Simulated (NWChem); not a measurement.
System: C2H7BO; SMILES O(CC)B

The following NWChem deck was run.

```
start job
memory heap 200 mb stack 900 mb global 1100 mb
geometry units angstroms noautoz
  B     -0.242078     1.809879    -0.212094
  H     -0.040898     1.861276    -1.410387
  H     -0.697872     2.738190     0.413752
  O      0.042031     0.695548     0.473244
  C      0.567429    -0.473488    -0.127113
  C     -0.412018    -1.618143    -0.007664
  H      0.814699    -0.270858    -1.184281
  H      1.506417    -0.715912     0.397196
  H     -1.336040    -1.407288    -0.567229
  H      0.029696    -2.543001    -0.408139
  H     -0.680730    -1.790358     1.045118
end
basis spherical
  * library 6-31g*
end
dft
  xc xwpbe 1.00 cpbe96 1.0 hfexch 1.00
  cam 0.1 cam_alpha 0.0 cam_beta 1.0
  iterations 150
  vectors input atomic output neutral.movecs
end
task dft energy
charge 1
dft
  odft
  mult 2
  vectors input atomic output cation.movecs
end
task dft energy
```

Parts of the log:

```
             Northwest Computational Chemistry Package (NWChem) 7.3.0
             --------------------------------------------------------

 C1  symmetry detected

                             Geometry "geometry" -> ""
                             -------------------------

 Output coordinates in angstroms (scale by  1.889725989 to convert to a.u.)

  No.       Tag          Charge          X              Y              Z
 ---- ---------------- ---------- -------------- -------------- --------------
    1 B                    5.0000    -0.19281782     1.81069722    -0.26132068
    2 H                    1.0000     0.21253794     1.85882241    -1.40691740
    3 H                    1.0000    -0.75145705     2.73996238     0.27307727
    4 O                    8.0000    -0.02980191     0.69909635     0.46662780
    5 C                    6.0000     0.59335963    -0.47066496    -0.02980438
    6 C                    6.0000    -0.39019048    -1.61703173    -0.07767893
    7 H                    1.0000     1.01946079    -0.27077375    -1.02894744
    8 H                    1.0000     1.42787120    -0.70946570     0.64985173
    9 H                    1.0000    -1.20381342    -1.40987673    -0.78936284
   10 H                    1.0000     0.11558931    -2.54217797    -0.39255201
   11 H                    1.0000    -0.83669926    -1.78656743     0.91333149

 Effective nuclear repulsion energy (a.u.)     118.1939905823

  pbe96 is a nonlocal functional; adding pw91lda local functional.

                                 NWChem DFT Module
                                 -----------------

 Summary of "ao basis" -> "ao basis" (spherical)
 ------------------------------------------------------------------------------
       Tag                 Description            Shells   Functions and Types
 ---------------- ------------------------------  ------  ---------------------
 B                           6-31g*                  6       14   3s2p1d
 H                           6-31g*                  2        2   2s
 O                           6-31g*                  6       14   3s2p1d
 C                           6-31g*                  6       14   3s2p1d

            General Information
            -------------------
          SCF calculation type: DFT
          Wavefunction type:  closed shell.
          No. of atoms     :    11
          No. of electrons :    32
           Alpha electrons :    16
            Beta electrons :    16
          Charge           :     0
          Spin multiplicity:     1
          Use of symmetry is: off; symmetry adaption is: off
          Maximum number of iterations: 150
          AO basis - number of functions:    70
                     number of shells:    38
          Convergence on energy requested:  1.00D-06
          Convergence on density requested:  1.00D-05
          Convergence on gradient requested:  5.00D-04

              XC Information
              --------------
                     Hartree-Fock (Exact) Exchange  1.000
                     LC-wPBE(h)Exchange Functional  1.000
            Perdew 1991 LDA Correlation Functional  1.000 local
           PerdewBurkeErnz. Correlation Functional  1.000 non-local

           Range-Separation Parameters
           ---------------------------
           Alpha           :  0.00
           Beta            :  1.00
           Gamma           :  0.10
           Short-Range HF  :     F

             Grid Information
             ----------------
          Grid used for XC integration:  medium
          Radial quadrature: Mura-Knowles
          Angular quadrature: Lebedev.
          Tag              B.-S. Rad. Rad. Pts. Rad. Cut. Ang. Pts.
          ---              ---------- --------- --------- ---------
          B                   0.85       49          11.0       434
          H                   0.35       45          12.0       434
          O                   0.60       49           9.0       434
          C                   0.70       49          11.0       434
          Grid pruning is: on
          Number of quadrature shells:   511
          Spatial weights used:  Erf1

      Superposition of Atomic Density Guess
      -------------------------------------

 Sum of atomic energies:        -178.08857680

      Non-variational initial energy
      ------------------------------

 Total energy =    -180.269319
 1-e energy   =    -474.046788
 2-e energy   =     175.583479
 HOMO         =      -0.357322
 LUMO         =       0.037033

   convergence    iter        energy       DeltaE   RMS-Dens  Diis-err
 ---------------- ----- ----------------- --------- --------- ---------
 d= 0,ls=0.0,diis     1   -180.2189210575 -2.98D+02  1.31D-02  5.39D-01
 d= 0,ls=0.0,diis     2   -180.2064691739  1.25D-02  7.24D-03  8.21D-01
 d= 0,ls=0.0,diis     3   -180.2788998793 -7.24D-02  2.00D-03  5.47D-02
 d= 0,ls=0.0,diis     4   -180.2833963576 -4.50D-03  6.91D-04  5.33D-03
 d= 0,ls=0.0,diis     5   -180.2840092909 -6.13D-04  1.22D-04  1.51D-04
  Resetting Diis
 d= 0,ls=0.0,diis     6   -180.2840284500 -1.92D-05  3.13D-05  7.74D-06
 d= 0,ls=0.0,diis     7   -180.2840294909 -1.04D-06  1.61D-05  4.76D-07
 d= 0,ls=0.0,diis     8   -180.2840294565  3.43D-08  7.61D-06  9.77D-07

         Total DFT energy =     -180.284029456526
      One electron energy =     -477.343805178133
           Coulomb energy =      204.756979632136
    Exchange-Corr. energy =      -25.891194492843
 Nuclear repulsion energy =      118.193990582314

 Numeric. integr. density =       32.000004919783

                       DFT Final Molecular Orbital Analysis
                       ------------------------------------

 Vector   14  Occ=2.000000D+00  E=-3.481550D-01
              MO Center=  7.4D-02,  1.5D-01, -7.7D-02, r^2= 3.6D+00
   Bfn.  Coefficient  Atom+Function         Bfn.  Coefficient  Atom+Function
  ----- ------------  ---------------      ----- ------------  ---------------
    37      0.247159   5 C  pz               61     -0.201682   7 H  s
    62     -0.199999   7 H  s                23     -0.183171   4 O  pz
     4     -0.180724   1 B  py               50      0.170585   6 C  py
    36     -0.162057   5 C  py               51     -0.148864   6 C  pz
     3      0.144809   1 B  px               22      0.142381   4 O  py

 Vector   15  Occ=2.000000D+00  E=-3.324504D-01
              MO Center=  1.4D-01,  1.6D-01,  2.3D-01, r^2= 2.3D+00
   Bfn.  Coefficient  Atom+Function         Bfn.  Coefficient  Atom+Function
  ----- ------------  ---------------      ----- ------------  ---------------
    21      0.410403   4 O  px               25      0.282088   4 O  px
    35     -0.216967   5 C  px               64     -0.193662   8 H  s
    63     -0.176751   8 H  s                50      0.165993   6 C  py
    23      0.161158   4 O  pz               22      0.149672   4 O  py
     3      0.143573   1 B  px               49      0.140935   6 C  px

 Vector   16  Occ=2.000000D+00  E=-3.031600D-01
              MO Center= -7.2D-02,  1.4D+00, -1.5D-01, r^2= 2.4D+00
   Bfn.  Coefficient  Atom+Function         Bfn.  Coefficient  Atom+Function
  ----- ------------  ---------------      ----- ------------  ---------------
    23      0.386128   4 O  pz               16      0.305052   2 H  s
    27      0.265171   4 O  pz                5     -0.253449   1 B  pz
    18     -0.247914   3 H  s                15      0.206329   2 H  s
    17     -0.185095   3 H  s                62      0.171181   7 H  s
    24      0.161509   4 O  s                21     -0.124607   4 O  px

 Vector   17  Occ=0.000000D+00  E= 2.348154D-02
              MO Center= -1.6D-01,  1.7D+00, -2.0D-01, r^2= 2.0D+00
   Bfn.  Coefficient  Atom+Function         Bfn.  Coefficient  Atom+Function
  ----- ------------  ---------------      ----- ------------  ---------------
     7      0.557742   1 B  px                3      0.437757   1 B  px
    25     -0.287580   4 O  px               21     -0.275080   4 O  px
     9      0.209580   1 B  pz                8      0.208244   1 B  py
     4      0.168716   1 B  py                5      0.164182   1 B  pz
    26     -0.126329   4 O  py               27     -0.114427   4 O  pz

 Vector   18  Occ=0.000000D+00  E= 1.257174D-01
              MO Center=  3.4D-01, -8.6D-01, -2.4D-01, r^2= 4.9D+00
   Bfn.  Coefficient  Atom+Function         Bfn.  Coefficient  Atom+Function
  ----- ------------  ---------------      ----- ------------  ---------------
    38      1.215431   5 C  s                52      1.192194   6 C  s
    68     -0.860394  10 H  s                62     -0.846046   7 H  s
    64     -0.844902   8 H  s                66     -0.607647   9 H  s
    39      0.551711   5 C  px               24      0.480673   4 O  s
    70     -0.474897  11 H  s                 8      0.399056   1 B  py

 Vector   19  Occ=0.000000D+00  E= 1.481131D-01
              MO Center= -1.9D-01, -6.0D-01,  1.2D-01, r^2= 4.4D+00
   Bfn.  Coefficient  Atom+Function         Bfn.  Coefficient  Atom+Function
  ----- ------------  ---------------      ----- ------------  ---------------
    52      1.477040   6 C  s                70     -1.016223  11 H  s
    24     -0.874756   4 O  s                66     -0.746291   9 H  s
    40      0.678213   5 C  py               16      0.399823   2 H  s
     9      0.385789   1 B  pz               41      0.342223   5 C  pz
    53     -0.285523   6 C  px               36      0.257047   5 C  py

     Multipole analysis of the density
     ---------------------------------

     L   x y z        total         alpha         beta         nuclear
     -   - - -        -----         -----         ----         -------
     0   0 0 0     -0.000000    -16.000000    -16.000000     32.000000

     1   1 0 0      0.246189      0.123094      0.123094     -0.000000
     1   0 1 0     -0.688010     -0.344005     -0.344005     -0.000000
     1   0 0 1     -0.139592     -0.069796     -0.069796      0.000000

[...]
```

Level: LC-wPBE (HJS exchange hole, range parameter 0.1 per bohr)/6-31G* (spherical d), vertical spin-unrestricted ions. Structure relaxed at the PBE0/def2-SVP level.
